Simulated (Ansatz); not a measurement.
Geometry optimisation, RHF/def2-SVP in Ansatz.

input.yaml

```yaml
crystal:
  periodic: [false, false, false]
  atoms:
    - { symbol: Mo, position_ang: [-0.079814, -0.09487, -0.103942] }
    - { symbol: F, position_ang: [0.061285, -0.054132, 1.671885] }
    - { symbol: F, position_ang: [1.688476, -0.105227, -0.386062] }
    - { symbol: F, position_ang: [-0.264947, 1.677025, -0.291596] }
    - { symbol: F, position_ang: [-1.861732, -0.1976, 0.086061] }
    - { symbol: F, position_ang: [-0.040098, -1.887483, -0.021841] }
    - { symbol: F, position_ang: [-0.308949, -0.255123, -1.87514] }
    - { symbol: "N", position_ang: [1.845764, 1.951346, 1.503373] }
    - { symbol: H, position_ang: [2.409135, 1.133528, 1.419494] }
    - { symbol: H, position_ang: [1.652673, 2.390155, 0.63051] }
    - { symbol: H, position_ang: [1.008408, 1.807683, 2.069656] }
basis:
  gaussian: { orbitals: def2-SVP }
hamiltonian:
  xc: hf
relax:
  f_tol: 0.03
  max_steps: 50
```

Run as:

```bash
$ ansatz run input.yaml --threads 4 --pin off --max-ram 5120MiB --backend cpu --events-out ev --progress --plain --runs-dir out
```

Question: Where does it end, and by what steps?

Answer: It converged. The force dipped under the threshold on the way, but the program's further checks kept it going. After 15 steps the energy has fallen by 0.494 eV; H11 moved furthest, 0.79 Å.

| step | energy less start (eV) | largest force component (eV/Å) | accepted |
| --- | --- | --- | --- |
| 0 | 0.0000 | 1.191 | yes |
| 1 | -0.2952 | 0.478 | yes |
| 2 | -0.4392 | 0.426 | yes |
| 3 | -0.4771 | 0.183 | yes |
| 4 | -0.4852 | 0.040 | yes |
| 5 | -0.4840 | 0.278 | no |
| 6 | -0.4874 | 0.033 | yes |
| 7 | -0.4905 | 0.009 | yes |
| 8 | -0.4918 | 0.080 | yes |
| 9 | -0.4923 | 0.049 | yes |
| 10 | -0.4928 | 0.036 | yes |
| 11 | -0.4929 | 0.089 | yes |
| 12 | -0.4934 | 0.031 | yes |
| 13 | -0.4936 | 0.002 | yes |
| 14 | -0.4938 | 0.038 | yes |
| 15 | -0.4939 | 0.023 | yes |

```xyz
11
Properties=species:S:1:pos:R:3
Mo -0.344 -0.374 -0.309
F -0.263 -0.191 1.473
F 1.448 -0.369 -0.387
F -0.353 1.411 -0.488
F -2.133 -0.375 -0.228
F -0.331 -2.155 -0.127
F -0.421 -0.553 -2.089
N 2.289 2.414 1.847
H 2.824 1.715 1.361
H 1.728 2.900 1.168
H 1.667 1.942 2.481
```

Whether the end is a true minimum wasn't checked by a vibrational analysis.

The run took 31 s on 4 threads of Arm Neoverse V2, on a shared host, peak memory 0.43 GiB.
